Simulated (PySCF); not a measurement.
H7Si3, SMILES [SiH3][SiH][SiH3] (connectivity only; charge and spin as stated), charge +1, multiplicity 1.

Geometry optimised at PBE0-D3(BJ)/def2-SVP. The spin state was assumed, not searched. The isomer is the one that the SMILES or the coordinates give; other isomers of the formula were not compared.

Method: TDA-PBE0/def2-SVPD in PySCF 2.14.0.

Vertical excitations. The molecule is in vacuum.

Problem. List the lowest excited states. (An estimate is asked for; the answer gives what the named calculation found.)

Solution. 
| state | energy (eV) | λ (nm) | f | main pairs |
|---|---|---|---|---|
| S1 | 3.03 | 410 | 0.000 | HOMO→LUMO 98 % |
| S2 | 4.03 | 308 | 0.003 | HOMO−1→LUMO 96 % |
| S3 | 4.73 | 262 | 0.002 | HOMO−3→LUMO 98 % |
| S4 | 4.98 | 249 | 0.113 | HOMO−2→LUMO 95 % |
| S5 | 5.06 | 245 | 0.008 | HOMO−5→LUMO 95 % |
| S6 | 5.22 | 238 | 0.006 | HOMO−4→LUMO 96 % |
| S7 | 7.29 | 170 | 0.070 | HOMO→LUMO+2 74 %, HOMO→LUMO+1 16 % |
| S8 | 7.43 | 167 | 0.790 | HOMO→LUMO+1 65 %, HOMO→LUMO+2 20 % |
| S9 | 7.75 | 160 | 0.013 | HOMO→LUMO+3 87 % |
| S10 | 7.93 | 156 | 0.009 | HOMO−1→LUMO+1 93 % |
| T1 | 2.29 | 541 | 0 | HOMO→LUMO 98 % |
| T2 | 3.33 | 372 | 0 | HOMO−1→LUMO 83 %, HOMO−5→LUMO 15 % |
| T3 | 4.45 | 279 | 0 | HOMO−2→LUMO 98 % |
| T4 | 4.50 | 275 | 0 | HOMO−4→LUMO 98 % |
Triplets are in the Tamm–Dancoff approximation.
